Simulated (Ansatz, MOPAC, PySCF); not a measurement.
System: HBO, charge 0, multiplicity 1. SMILES: [B]O
Structure (B3LYP-D3(BJ)/def2-TZVP (Ansatz, a first-principles code) minimum search):
```
O
H 1 0.9660
B 1 1.2954 2 125.16
```
Charge 0, spin multiplicity 1.

Unscaled harmonic wavenumbers (cm⁻¹) in rising order, each level at the stationary point that it reaches from this structure (no distance between atoms moves by over 0.3 Å); the order of modes can differ between levels, and a negative number is imaginary. B3LYP-D3(BJ)/def2-TZVP (PySCF, at the structure above): 564, 1433, 3795.

PM7 (MOPAC): 1075, 1281, 2732. Zero-point energy 7.3 against 8.3 kcal/mol; where all levels lie over 400 cm⁻¹, the wavenumbers are on average 0.807 times those of B3LYP-D3(BJ)/def2-TZVP.

HF/3-21G (Ansatz): 289, 1518, 4048. Zero-point energy 8.4 against 8.3 kcal/mol; where all levels lie over 400 cm⁻¹, the wavenumbers are on average 1.063 times those of B3LYP-D3(BJ)/def2-TZVP.

B3LYP/6-31G* (Ansatz): 558, 1415, 3747. Zero-point energy 8.2 against 8.3 kcal/mol; where all levels lie over 400 cm⁻¹, the wavenumbers are on average 0.987 times those of B3LYP-D3(BJ)/def2-TZVP.
